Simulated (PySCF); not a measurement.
# Relaxation of doublet YH2

All numbers come from UPBE0 in PySCF with Y def2-TZVP with ECP28, H def2-TZVP; scalar-relativistic core potentials, no spin–orbit coupling; density-fitted integrals. A (50,194) grid was used.

A start displaced from a saddle point along its imaginary mode, of C2v symmetry, held to at least that symmetry:

```xyz
3
charge 0 multiplicity 2, angstrom
Y    -0.0027    0.0000    0.0000
H     0.1200    0.0000    2.0465
H     0.1200    0.0000   -2.0465
```

At each step, columns x, y, z (Å) and Fx, Fy, Fz (eV/Å):

```
step 0  E − E(last) = 53.62 kJ/mol
Y   -0.003   0.000   0.000  -0.298   0.000   0.000
H    0.120   0.000   2.046   0.149   0.000  -0.061
H    0.120   0.000  -2.046   0.149   0.000   0.061
step 1  E − E(last) = 51.26 kJ/mol
Y   -0.045   0.000   0.000  -0.430   0.000   0.000
H    0.141   0.000   2.040   0.215   0.000  -0.088
H    0.141   0.000  -2.040   0.215   0.000   0.088
step 2  E − E(last) = 46.62 kJ/mol
Y   -0.107   0.000   0.000  -0.553   0.000   0.000
H    0.172   0.000   2.030   0.277   0.000  -0.174
H    0.172   0.000  -2.030   0.277   0.000   0.174
step 3  E − E(last) = 39.31 kJ/mol
Y   -0.185   0.000   0.000  -0.584   0.000   0.000
H    0.211   0.000   2.015   0.292   0.000  -0.323
H    0.211   0.000  -2.015   0.292   0.000   0.323
step 4  E − E(last) = 30.98 kJ/mol
Y   -0.269   0.000   0.000  -0.471   0.000   0.000
H    0.253   0.000   1.993   0.235   0.000  -0.482
H    0.253   0.000  -1.993   0.235   0.000   0.482
step 5  E − E(last) = 17.02 kJ/mol
Y   -0.534   0.000   0.000   0.579   0.000   0.000
H    0.386   0.000   1.893  -0.289   0.000  -0.874
H    0.386   0.000  -1.893  -0.289   0.000   0.874
step 6  E − E(last) = 11.69 kJ/mol
Y   -0.512   0.000   0.000   0.319   0.000   0.000
H    0.374   0.000   1.868  -0.160   0.000  -0.692
H    0.374   0.000  -1.868  -0.160   0.000   0.692
step 7  E − E(last) = 1.36 kJ/mol
Y   -0.545   0.000   0.000  -0.249   0.000   0.000
H    0.391   0.000   1.717   0.124   0.000  -0.008
H    0.391   0.000  -1.717   0.124   0.000   0.008
step 8  E − E(last) = 0.07 kJ/mol
Y   -0.603   0.000   0.000  -0.029   0.000   0.000
H    0.420   0.000   1.671   0.015   0.000  -0.022
H    0.420   0.000  -1.671   0.015   0.000   0.022
step 9  E − E(last) = 0.00 kJ/mol
Y   -0.618   0.000   0.000   0.000   0.000   0.000
H    0.428   0.000   1.655   0.000   0.000  -0.001
H    0.428   0.000  -1.655   0.000   0.000   0.001
```

It ends at C2v with Y–H 1.957 Å (×2); H–Y–H 115.4°. A frequency run shows a minimum. Other isomers or separated fragments may lie lower.

Other spin states or occupations of the open shell can lie lower.
